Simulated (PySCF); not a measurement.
PySCF 2.14 output of an unrestricted PW91 calculation on a single atom or ion in aug-cc-pwCVTZ-PP with ECP10MDF (8s7p6d4f1g, 96 functions), with a scalar-relativistic core potential:

```
SCF conv_tol = 1e-09
number electrons alpha = 13  beta = 12
    J. P. Perdew. In P. Ziesche and H. Eschrig, editors, Proceedings of the 75. WE-Heraeus-Seminar and 21st Annual International Symposium on Electronic Structure of Solids, 11. Berlin, 1991. Akademie Verlag.
    J. P. Perdew, J. A. Chevary, S. H. Vosko, K. A. Jackson, M. R. Pederson, D. J. Singh, and C. Fiolhais.,  Phys. Rev. B 46, 6671 (1992)
    J. P. Perdew, J. A. Chevary, S. H. Vosko, K. A. Jackson, M. R. Pederson, D. J. Singh, and C. Fiolhais.,  Phys. Rev. B 48, 4978 (1993)
    J. P. Perdew. In P. Ziesche and H. Eschrig, editors, Proceedings of the 75. WE-Heraeus-Seminar and 21st Annual International Symposium on Electronic Structure of Solids, 11. Berlin, 1991. Akademie Verlag.
    J. P. Perdew, J. A. Chevary, S. H. Vosko, K. A. Jackson, M. R. Pederson, D. J. Singh, and C. Fiolhais.,  Phys. Rev. B 46, 6671 (1992)
    J. P. Perdew, J. A. Chevary, S. H. Vosko, K. A. Jackson, M. R. Pederson, D. J. Singh, and C. Fiolhais.,  Phys. Rev. B 48, 4978 (1993)
cycle= 1 E= -416.506233787271  delta_E= -0.0297  |g|= 0.0645  |ddm|= 0.614
cycle= 2 E= -416.506309455071  delta_E= -7.57e-05  |g|= 0.0683  |ddm|= 0.144
cycle= 3 E= -416.507082681076  delta_E= -0.000773  |g|= 0.0086  |ddm|= 0.0596
cycle= 4 E= -416.507084957137  delta_E= -2.28e-06  |g|= 0.00284  |ddm|= 0.0103
cycle= 5 E= -416.5070890854  delta_E= -4.13e-06  |g|= 0.000128  |ddm|= 0.00535
cycle= 6 E= -416.507089094606  delta_E= -9.21e-09  |g|= 6.05e-06  |ddm|= 0.000499
cycle= 7 E= -416.507089094632  delta_E= -2.6e-11  |g|= 2.48e-07  |ddm|= 1.49e-05
converged SCF energy = -416.507089094632  <S^2> = 0.75250196  2S+1 = 2.0025004
```

The run itself started from symmetry-adapted Hartree-Fock orbitals and held the occupation by maximum overlap, on a logarithmic radial grid, so the iterations belong to that start.

Question: Which element, charge and spin multiplicity is this?

Answer: Br (bromine, neutral), multiplicity 2; the state was [Ar] 3d10 4s1 4p6, 2S determinant (an excited configuration).

Energies and moments cover only the electrons outside the core potential.
